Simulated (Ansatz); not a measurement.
Molecule: sum formula H$_{5}$SiN$_{2}$O$_{2}$, charge -1, multiplicity 1. It need not be the lowest isomer of its formula. Whether it binds its extra electron was not tested at this geometry. 
Structure (B3LYP-D3(BJ)/def2-TZVP (Ansatz, an electronic-structure program) minimum search):
```xyz
10

Si    -0.0534    -0.1167    -0.1144
O     -0.6725    -1.0581    -1.1869
O      1.6068    -0.2232     0.2603
N     -0.1831     1.5985    -0.5849
N     -0.6962    -0.2862     1.5384
H      2.1015     0.2720    -0.3980
H     -0.9518     1.7348    -1.2289
H     -0.3079     2.2316     0.1961
H     -1.4311    -0.9818     1.5668
H      0.0177    -0.5580     2.2031
```
Charge -1, spin multiplicity 1.

Basis-set convergence of Hartree-Fock and CCSD(T) correlation energies (hartree) with Ansatz. Cores are frozen in the correlated levels unless marked. No spin-orbit coupling. Non-relativistic. This anion needs diffuse functions, which these sets lack.

| basis | functions | E(HF) | E(corr, CCSD(T)) |
|---|---|---|---|
| cc-pV(D+d)Z | 104 | -550.63179 | -0.87002 |
| cc-pV(T+d)Z | 229 | -550.76027 | -1.10498 |
| cc-pV(Q+d)Z | 434 | -550.79112 | -1.18381 |
| cc-pV(5+d)Z | 739 | [?] | [?] |

Fill in the missing entries.


- cc-pV(5+d)Z, E(HF): -550.79885
- cc-pV(5+d)Z, E(corr, CCSD(T)): -1.21139
